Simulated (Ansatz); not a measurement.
## Which level was it?

The species is NiP2H8 (11 atoms), meant as a singlet with charge 0. As SMILES, `[H][Ni]([H])(<-[PH3])<-[PH3]`. Geometry: a GFN2-xTB relaxation, a rough one for these elements and not checked as a minimum.

```xyz
11

Ni    0.7070    0.7047    0.0390
H     2.1088    0.9534    0.0582
H     0.9577    2.1042    0.0989
P    -1.4452    0.9672    0.0295
H    -2.3540   -0.0838    0.0066
H    -2.0676    1.6703   -0.9879
H    -2.0925    1.6455    1.0475
P     0.9655   -1.4461   -0.0506
H     1.6397   -2.1262    0.9488
H     1.6685   -2.0384   -1.0854
H    -0.0881   -2.3506   -0.1047
```

A calculation with Ansatz 0.2.0 gave:

```json
{"total energy": "-2168.3348 Eh", "dipole moment": "7.87 D", "HOMO energy": "-2.70 eV", "LUMO energy": "7.82 eV", "HOMO–LUMO gap": "10.52 eV", "largest force": "3.436 eV/Å"}
```

Which of these levels gave the numbers?
A. B3LYP/6-31G* (Cartesian functions)
B. HF/STO-3G
C. PBE0/def2-SVP
D. HF/def2-SVP

B. The others give -2192.3632 Eh (HF/def2-SVP), -2195.5888 Eh (B3LYP/6-31G* (Cartesian functions)), -2194.8598 Eh (PBE0/def2-SVP).
